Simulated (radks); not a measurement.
Co2+, configuration [Ar] 3d7 (the NIST ground configuration).

Method: non-relativistic Kohn-Sham, LDA (Slater exchange, Perdew-Wang correlation), spin-polarised, spherical densities, point nucleus; open shells are filled with parallel spins first; hard spherical wall at 3.5 bohr; computed with a radial shooting solver on a logarithmic mesh with Libxc functionals.

Energy parts (hartree):
total: -1379.16394
kinetic: 1377.93410
electron-nucleus: -3273.48936
Hartree: 572.60040
exchange-correlation: -56.20908

Orbitals (lengths in bohr, moments of r in powers of bohr; r(max) is where P^2 peaks; r(90%) holds 90 % of the orbital's charge):
| orbital | occ. | eigenvalue (hartree) | r(max) | <r^2> | r(90%) | <r> |
|---|---|---|---|---|---|---|
| 1s up | 1 | -276.2571 | 0.03756 | 0.004355 | 0.102 | 0.05700 |
| 1s down | 1 | -276.2565 | 0.03756 | 0.004355 | 0.102 | 0.05700 |
| 2s up | 1 | -33.02913 | 0.2165 | 0.07936 | 0.401 | 0.2594 |
| 2s down | 1 | -32.96648 | 0.2164 | 0.07919 | 0.401 | 0.2591 |
| 2p up | 3 | -28.79602 | 0.1732 | 0.06302 | 0.371 | 0.2266 |
| 2p down | 3 | -28.74840 | 0.1731 | 0.06285 | 0.370 | 0.2263 |
| 3s up | 1 | -4.35278 | 0.6774 | 0.7126 | 1.18 | 0.7853 |
| 3s down | 1 | -4.23396 | 0.6782 | 0.7177 | 1.18 | 0.7879 |
| 3p up | 3 | -3.08968 | 0.6818 | 0.7957 | 1.27 | 0.8211 |
| 3p down | 3 | -2.97354 | 0.6831 | 0.8052 | 1.28 | 0.8255 |
| 3d up | 5 | -1.01033 | 0.6619 | 1.216 | 1.68 | 0.9814 |
| 3d down | 2 | -0.90308 | 0.6682 | 1.277 | 1.73 | 1.005 |
| 4s up | 0 | -0.59803 | 1.929 | 4.117 | 2.66 | 1.941 |
| 4s down | 0 | -0.55144 | 1.947 | 4.169 | 2.67 | 1.954 |
| 4p up | 0 | -0.25868 | 2.067 | 4.432 | 2.74 | 2.012 |
| 4p down | 0 | -0.21508 | 2.087 | 4.481 | 2.75 | 2.024 |
| 4d up | 0 | 0.36949 | 2.305 | 4.661 | 2.84 | 2.019 |
| 4d down | 0 | 0.41653 | 2.325 | 4.668 | 2.84 | 2.016 |

The highest occupied level is 3d down at -24.574 eV. The density falls to 0.001 e/bohr^3 at r = 2.84 bohr. The spin density at the nucleus is -0.619 e/bohr^3 (1s -0.056, 2s -1.280, 3s 0.716), a Fermi contact field of -32.5 T. Spin moment in Bohr magnetons: 3. The electron density at the nucleus is 1.331e+04 e/bohr^3. Summed over all electrons, <r^2> = 15.41 bohr^2, which gives a Langevin (diamagnetic) susceptibility term of -12.2 x 10^-6 cm^3/mol. The pressure on the wall is 18.5 GPa.
